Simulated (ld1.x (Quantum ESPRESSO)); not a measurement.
helium (He): one change to a TM potential, before and after

```json
{"Element": "He", "Generator": "ld1.x (Quantum ESPRESSO) 7.5", "Type": "norm-conserving Troullier–Martins (Kleinman–Bylander form)", "Functional": "LDA (PZ)", "Relativity": "scalar-relativistic", "Frozen core": "none", "Valence charge": "2", "Reference configuration": "1s1.5 (charge +0.5)", "Partial waves": "1s (bound): rc 0.40 bohr; 2p channel at -0.05 Ry: rc 0.35 bohr", "Local potential": "all-electron potential smoothed inside 0.35 bohr (lloc = -2)", "Core correction": "none"}
```

Change: wave 1s (bound): rc 0.40 bohr becomes 1s (bound): rc 0.60 bohr.

Cutoffs: the cutoffs (Ry, on a coarse ladder) from which the occupation-weighted sum of valence levels, in a spherical-Bessel basis at the reference potential, stays within 10 and 1 mRy of its value at 400 Ry; they do not see the model core or the augmentation charge, which bear on the density cutoff. Errors are all-electron minus pseudo energies relative to the spin-unpolarised reference configuration.

Task: Predict the effect on cutoff, ghosts and configuration errors.

Result: Of the 4 tests that both files solve, the error grows in 4 and shrinks in 0 by more than 15 % and 0.3 meV (median size 0.4 → 1.6 meV); neither file shows a bound ghost. More of the atom is replaced by a form fitted at one configuration, so other configurations suffer.

```tsv
quantity	base	changed
cutoff, loose	200 Ry	140 Ry
cutoff, tight	over 300 Ry	200 Ry
bound ghosts	none	none
error for 1s2, meV [ΔE -10.37 eV]	+0.6	+1.2
error for 1s1, meV [ΔE 16.11 eV]	-0.3	+1.8
error for 1s1.5 (spin-polarised), meV [ΔE -0.35 eV]	-0.3	-1.3
error for 1s1 (spin-polarised), meV [ΔE 13.91 eV]	-2.1	-7.3
```
